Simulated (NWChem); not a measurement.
System: CH$_{6}$OSi$_{2}$; SMILES O=C[SiH2][SiH3]

NWChem input:

```
start job
memory heap 200 mb stack 900 mb global 1100 mb
geometry units angstroms noautoz
  O      0.804258    -2.277905    -0.322893
  C      0.142702    -1.648001     0.461929
  Si    -0.909240    -0.113517    -0.081396
  Si     0.473382     1.784853     0.000308
  H      0.144689    -1.925423     1.554538
  H     -2.057144     0.054947     0.864534
  H     -1.411116    -0.345278    -1.467481
  H     -0.298495     3.002373    -0.394180
  H      1.626246     1.603848    -0.931732
  H      0.991681     1.967273     1.390787
end
basis spherical
  O library def2-svp
  C library def2-svp
  Si library def2-svp
  H library def2-svp
end
dft
  xc xpbe96 cpbe96
  iterations 150
  mulliken
end
task dft energy
```

Parts of the log:

```
             Northwest Computational Chemistry Package (NWChem) 7.3.0
             --------------------------------------------------------

 C1  symmetry detected

                             Geometry "geometry" -> ""
                             -------------------------

 Output coordinates in angstroms (scale by  1.889725989 to convert to a.u.)

  No.       Tag          Charge          X              Y              Z
 ---- ---------------- ---------- -------------- -------------- --------------
    1 O                    8.0000     0.78417363    -2.27907958    -0.30327106
    2 C                    6.0000     0.11293104    -1.64089942     0.46649542
    3 Si                  14.0000    -0.91219227    -0.09720438    -0.10144205
    4 Si                  14.0000     0.48737925     1.78747099     0.00498201
    5 H                    1.0000     0.08964045    -1.91593502     1.55946125
    6 H                    1.0000    -2.07759029     0.08475782     0.82028703
    7 H                    1.0000    -1.38771053    -0.32698745    -1.49711624
    8 H                    1.0000    -0.26398910     3.01175412    -0.40774824
    9 H                    1.0000     1.65732443     1.59294944    -0.90273293
   10 H                    1.0000     0.97873202     1.96776163     1.40548567

 Effective nuclear repulsion energy (a.u.)     194.9010051805

  pbe96 is a nonlocal functional; adding pw91lda local functional.

                                 NWChem DFT Module
                                 -----------------

 Summary of "ao basis" -> "ao basis" (spherical)
 ------------------------------------------------------------------------------
       Tag                 Description            Shells   Functions and Types
 ---------------- ------------------------------  ------  ---------------------
 O                          def2-svp                 6       14   3s2p1d
 C                          def2-svp                 6       14   3s2p1d
 Si                         def2-svp                 8       18   4s3p1d
 H                          def2-svp                 3        5   2s1p

            General Information
            -------------------
          SCF calculation type: DFT
          Wavefunction type:  closed shell.
          No. of atoms     :    10
          No. of electrons :    48
           Alpha electrons :    24
            Beta electrons :    24
          Charge           :     0
          Spin multiplicity:     1
          Use of symmetry is: off; symmetry adaption is: off
          Maximum number of iterations: 150
          AO basis - number of functions:    94
                     number of shells:    46
          Convergence on energy requested:  1.00D-06
          Convergence on density requested:  1.00D-05
          Convergence on gradient requested:  5.00D-04

              XC Information
              --------------
          PerdewBurkeErnzerhof Exchange Functional  1.000
            Perdew 1991 LDA Correlation Functional  1.000 local
           PerdewBurkeErnz. Correlation Functional  1.000 non-local

             Grid Information
             ----------------
          Grid used for XC integration:  medium
          Radial quadrature: Mura-Knowles
          Angular quadrature: Lebedev.
          Tag              B.-S. Rad. Rad. Pts. Rad. Cut. Ang. Pts.
          ---              ---------- --------- --------- ---------
          O                   0.60       49          13.0       434
          C                   0.70       49          12.0       434
          Si                  1.10       88          11.0       590
          H                   0.35       45          13.0       434
          Grid pruning is: on
          Number of quadrature shells:   544
          Spatial weights used:  Erf1

      Superposition of Atomic Density Guess
      -------------------------------------

 Sum of atomic energies:        -692.78872712

      Non-variational initial energy
      ------------------------------

 Total energy =    -694.154447
 1-e energy   =   -1345.200795
 2-e energy   =     456.145343
 HOMO         =      -0.268812
 LUMO         =      -0.054780

     ---------------------------------------------
      Total Density - Mulliken Population Analysis
     ---------------------------------------------

    Atom       Charge   Shell Charges
 -----------   ------   -------------------------------------------------------
    1 O    8     8.69   1.99  1.13  0.68  3.05  1.82  0.01
    2 C    6     5.58   1.99  0.96  0.35  1.55  0.67  0.07
    3 Si  14    13.72   2.00  1.99  1.05  0.27  5.94  1.16  1.21  0.10
    4 Si  14    13.78   2.00  1.99  1.02  0.30  5.94  1.15  1.29  0.09
    5 H    1     0.95   0.69  0.24  0.02
    6 H    1     1.06   0.69  0.36  0.01
    7 H    1     1.05   0.69  0.35  0.01
    8 H    1     1.05   0.69  0.36  0.01
    9 H    1     1.06   0.69  0.36  0.01
   10 H    1     1.06   0.69  0.36  0.01

   convergence    iter        energy       DeltaE   RMS-Dens  Diis-err
 ---------------- ----- ----------------- --------- --------- ---------
 d= 0,ls=0.0,diis     1   -695.0573328780 -8.90D+02  2.68D-02  9.09D-01
 d= 0,ls=0.0,diis     2   -694.1699022903  8.87D-01  2.20D-02  8.82D+00
 d= 0,ls=0.0,diis     3   -695.1687824017 -9.99D-01  3.45D-03  4.23D-02
 d= 0,ls=0.0,diis     4   -695.1705745592 -1.79D-03  1.89D-03  2.58D-02
 d= 0,ls=0.0,diis     5   -695.1741902227 -3.62D-03  4.27D-04  7.92D-04
  Resetting Diis
 d= 0,ls=0.0,diis     6   -695.1743422841 -1.52D-04  9.99D-05  5.50D-05
 d= 0,ls=0.0,diis     7   -695.1743535320 -1.12D-05  3.76D-05  2.05D-06
 d= 0,ls=0.0,diis     8   -695.1743529052  6.27D-07  2.22D-05  7.54D-06
 d= 0,ls=0.0,diis     9   -695.1743537986 -8.93D-07  6.98D-06  9.68D-07

         Total DFT energy =     -695.174353798561
      One electron energy =    -1348.028096419246
           Coulomb energy =      515.472842354409
    Exchange-Corr. energy =      -57.520104914257
 Nuclear repulsion energy =      194.901005180532

 Numeric. integr. density =       48.000011893406

                       DFT Final Molecular Orbital Analysis
                       ------------------------------------

 Vector   22  Occ=2.000000D+00  E=-3.085273D-01
              MO Center= -2.0D-01,  8.1D-01, -6.5D-02, r^2= 4.9D+00
   Bfn.  Coefficient  Atom+Function         Bfn.  Coefficient  Atom+Function
  ----- ------------  ---------------      ----- ------------  ---------------
    75     -0.246616   7 H  s                85      0.241145   9 H  s
    90     -0.237258  10 H  s                70      0.235173   6 H  s
    38      0.198400   3 Si pz               56     -0.196801   4 Si pz
    41      0.148962   3 Si pz               59     -0.148468   4 Si pz
    71      0.135289   6 H  s                76     -0.135188   7 H  s

 Vector   23  Occ=2.000000D+00  E=-2.762174D-01
              MO Center= -2.0D-01,  6.5D-01, -5.8D-02, r^2= 3.8D+00
   Bfn.  Coefficient  Atom+Function         Bfn.  Coefficient  Atom+Function
  ----- ------------  ---------------      ----- ------------  ---------------
    36      0.227588   3 Si px               55     -0.224241   4 Si py
    39      0.192496   3 Si px               37      0.187918   3 Si py
    54     -0.187748   4 Si px               58     -0.182691   4 Si py
    40      0.165962   3 Si py               57     -0.151893   4 Si px
    70     -0.150938   6 H  s                75     -0.142529   7 H  s

 Vector   24  Occ=2.000000D+00  E=-2.014619D-01
              MO Center=  3.0D-01, -1.7D+00,  8.3D-02, r^2= 2.7D+00
   Bfn.  Coefficient  Atom+Function         Bfn.  Coefficient  Atom+Function
  ----- ------------  ---------------      ----- ------------  ---------------
     6      0.387897   1 O  pz                5     -0.320040   1 O  py
     9      0.283644   1 O  pz               65     -0.263491   5 H  s
     8     -0.247007   1 O  py               66     -0.247394   5 H  s
    31      0.227596   3 Si s                37     -0.194114   3 Si py
     4      0.174483   1 O  px               40     -0.169885   3 Si py

 Vector   25  Occ=0.000000D+00  E=-9.806914D-02
              MO Center=  1.7D-01, -1.4D+00,  1.5D-01, r^2= 3.0D+00
   Bfn.  Coefficient  Atom+Function         Bfn.  Coefficient  Atom+Function
  ----- ------------  ---------------      ----- ------------  ---------------
    18     -0.365197   2 C  px               21     -0.350027   2 C  px
     4      0.334773   1 O  px                7      0.315536   1 O  px
    22     -0.272081   2 C  py               19     -0.261437   2 C  py
     5      0.249733   1 O  py                8      0.242529   1 O  py
    57     -0.236436   4 Si px               76     -0.207503   7 H  s

 Vector   26  Occ=0.000000D+00  E=-2.279764D-02
              MO Center= -3.4D-01,  5.1D-01,  2.8D-03, r^2= 4.8D+00
   Bfn.  Coefficient  Atom+Function         Bfn.  Coefficient  Atom+Function
  ----- ------------  ---------------      ----- ------------  ---------------
    40      0.837275   3 Si py               17      0.747785   2 C  s
    58      0.604950   4 Si py               81     -0.496011   8 H  s
    39     -0.389645   3 Si px               86      0.372472   9 H  s
    71     -0.362634   6 H  s                66     -0.325859   5 H  s
    22      0.283841   2 C  py               50     -0.270578   4 Si s

 Vector   27  Occ=0.000000D+00  E=-1.690066D-02
              MO Center= -1.7D-01,  9.3D-01, -2.9D-02, r^2= 4.4D+00
   Bfn.  Coefficient  Atom+Function         Bfn.  Coefficient  Atom+Function
  ----- ------------  ---------------      ----- ------------  ---------------
    59      0.774251   4 Si pz               41      0.735284   3 Si pz
    91     -0.669035  10 H  s                76      0.622797   7 H  s
    86      0.584327   9 H  s                71     -0.524782   6 H  s
    57     -0.253683   4 Si px               90     -0.185580  10 H  s
    39     -0.179692   3 Si px               75      0.171599   7 H  s

[...]
```

Level: PBE/def2-SVP. Geometry: optimised at PBE0/def2-SVP.
